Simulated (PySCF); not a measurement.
PySCF 2.14 output of an unrestricted r2SCAN calculation on a single atom or ion in x2c-TZVPall, with the spin-free X2C one-electron Hamiltonian (Gaussian nucleus):

```
SCF conv_tol = 1e-09
number electrons alpha = 23  beta = 22
    J. W. Furness, A. D. Kaplan, J. Ning, J. P. Perdew, and J. Sun.,  J. Phys. Chem. Lett. 11, 8208-8215 (2020)
    J. W. Furness, A. D. Kaplan, J. Ning, J. P. Perdew, and J. Sun.,  J. Phys. Chem. Lett. 11, 9248-9248 (2020)
    J. W. Furness, A. D. Kaplan, J. Ning, J. P. Perdew, and J. Sun.,  J. Phys. Chem. Lett. 11, 8208-8215 (2020)
    J. W. Furness, A. D. Kaplan, J. Ning, J. P. Perdew, and J. Sun.,  J. Phys. Chem. Lett. 11, 9248-9248 (2020)
cycle= 1 E= -5314.30759376167  delta_E= -0.0081  |g|= 0.045  |ddm|= 0.0929
cycle= 2 E= -5314.30763418607  delta_E= -4.04e-05  |g|= 0.0248  |ddm|= 0.0193
cycle= 3 E= -5314.30769084918  delta_E= -5.67e-05  |g|= 0.00795  |ddm|= 0.0119
cycle= 4 E= -5314.30770159179  delta_E= -1.07e-05  |g|= 0.000292  |ddm|= 0.0034
cycle= 5 E= -5314.30770161609  delta_E= -2.43e-08  |g|= 3.62e-05  |ddm|= 0.000263
cycle= 6 E= -5314.30770161665  delta_E= -5.61e-10  |g|= 1.97e-06  |ddm|= 5.61e-05
converged SCF energy = -5314.30770161665  <S^2> = 0.75136291  2S+1 = 2.0013624
```

The run itself started from symmetry-adapted Hartree-Fock orbitals and held the occupation by maximum overlap, on a logarithmic radial grid, so the iterations belong to that start.

**Question.** Which element, charge and spin multiplicity is this?

**Answer.** Ag(2+) (silver, charge +2), multiplicity 2; the state was [Kr] 4d9, 2D determinant.
